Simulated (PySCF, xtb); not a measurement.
H₇NO₂Si₂, SMILES N[Si@H](O)O[SiH3].

GFN2-xTB in xtb 6.7.1 at its own geometry gives an orbital gap of 5.81 eV and a dipole moment of 1.79 D.

Geometry optimised at B3LYP-D3(BJ)/def2-SVP. The structure was generated by enumeration; whether it is a known compound was not checked. The values are those of a single conformer.

Question: What does CAM-B3LYP/def2-TZVP in PySCF give? (An estimate is asked for; the answer gives what the named calculation found.)

Answer: gap 10.59 eV (levels -9.32 and 1.27 eV), dipole 2.18 D.
